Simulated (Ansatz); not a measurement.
`C#CBN` + HCl → `NBCl` + acetylene at 400 K and 1 bar (ligand exchange at a B–C bond).

Program: Ansatz. Geometries: PBE0-D4/def2-TZVP. ΔE: electronic, gas phase. CBS: MP2 limit from def2 TZ/QZ plus the TZ coupled-cluster correction, frozen cores. This one scheme is used for every species. Each species was taken in one conformer, which may not be the lowest.

| species | CCSD(T)/CBS energy (Eh) | H − E (kJ/mol) | S (J/(mol·K)) |
| --- | --- | --- | --- |
| `C#CBN` | -157.99831 | 179.9 | 309.0 |
| HCl | -460.38127 | 29.6 | 195.4 |
| `NBCl` | -541.16722 | 127.6 | 286.9 |
| `C#C` | -77.22717 | 85.5 | 213.8 |

H − E and S are ideal-gas, rigid-rotor, harmonic terms from PBE0-D4/def2-TZVP, for one conformer and one mirror image of each species. 1 Eh = 2625.50 kJ/mol, R = 8.31446 J/(mol·K).

Task: By hand: ΔE, ΔH, ΔS and ΔG.

Result: ΔE = (-541.16722) + (-77.22717) − (-157.99831) − (-460.38127) = -0.01481 Eh = -38.9 kJ/mol. Δ(H − E) = 127.6 + 85.5 − 179.9 − 29.6 = 3.6, so ΔH = -35.3 kJ/mol. ΔS = 286.9 + 213.8 − 309.0 − 195.4 = -3.7 J/(mol·K). ΔG = -35.3 − 400 × (-3.7)/1000 = -33.8 kJ/mol.

Task: By hand: the equilibrium constant, and the temperature at which ΔG would vanish if ΔH and ΔS stayed fixed.

Result: log₁₀ K = −ΔG/(RT ln 10) = 4.4. ΔG = 0 at ΔH/ΔS = 9541 K, far beyond where these terms or the molecules hold.

The number of gas molecules stays the same, so ΔS is small and ΔH decides. A doubt of 5 kJ/mol in ΔE shifts log₁₀ K by 0.7 here. Other conformers and mirror images would add mixing entropy, several J/(mol·K) or more a flexible species. These are equilibria of isolated gas molecules and say nothing of rates. Largest T1 diagnostic: 0.014 (customary marks: 0.02 for closed shells, 0.045 for open ones).
